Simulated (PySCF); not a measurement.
**Ionisation energy of Ga by level of theory**

Ga [Ar] 3d10 4s2 4p1 (2P) → Ga⁺ [Ar] 3d10 4s2 (1S), as a difference of total energies. All numbers are calculated (PySCF 2.14, the spin-free X2C one-electron Hamiltonian (Gaussian nucleus), in aug-cc-pVDZ-DK (6s5p3d, 36 functions)). Correlated levels: valence: [Ar] 3d10 frozen. The calculations carry no spin-orbit coupling.

```json
{"method": "UHF", "ionisation energy (eV)": "5.521", "plus first-order spin-orbit estimate": "5.579", "error of that sum (eV)": "-0.420"}
{"method": "LDA", "ionisation energy (eV)": "6.047", "plus first-order spin-orbit estimate": "6.106", "error of that sum (eV)": "+0.107"}
{"method": "PBE", "ionisation energy (eV)": "5.976", "plus first-order spin-orbit estimate": "6.034", "error of that sum (eV)": "+0.035"}
{"method": "PBE0", "ionisation energy (eV)": "5.989", "plus first-order spin-orbit estimate": "6.047", "error of that sum (eV)": "+0.048"}
{"method": "r2SCAN", "ionisation energy (eV)": "6.116", "plus first-order spin-orbit estimate": "6.175", "error of that sum (eV)": "+0.176"}
{"method": "M06-2X", "ionisation energy (eV)": "5.852", "plus first-order spin-orbit estimate": "5.911", "error of that sum (eV)": "-0.088"}
{"method": "MN15", "ionisation energy (eV)": "6.014", "plus first-order spin-orbit estimate": "6.073", "error of that sum (eV)": "+0.074"}
{"method": "r2SCANh", "ionisation energy (eV)": "6.112", "plus first-order spin-orbit estimate": "6.171", "error of that sum (eV)": "+0.172"}
{"method": "BLYP", "ionisation energy (eV)": "5.854", "plus first-order spin-orbit estimate": "5.913", "error of that sum (eV)": "-0.086"}
{"method": "MP2 (valence)", "ionisation energy (eV)": "5.669", "plus first-order spin-orbit estimate": "5.728", "error of that sum (eV)": "-0.271"}
{"method": "SCS-MP2 (valence)", "ionisation energy (eV)": "5.646", "plus first-order spin-orbit estimate": "5.705", "error of that sum (eV)": "-0.294"}
```

Reference: 5.999 eV (measured; NIST Atomic Spectra Database, ionization energies).

A first-order spin-orbit estimate (lowest level to lowest level, LS coupling) adds 0.059 eV.

Errors of the correlated levels include the incompleteness of this basis and the frozen core.
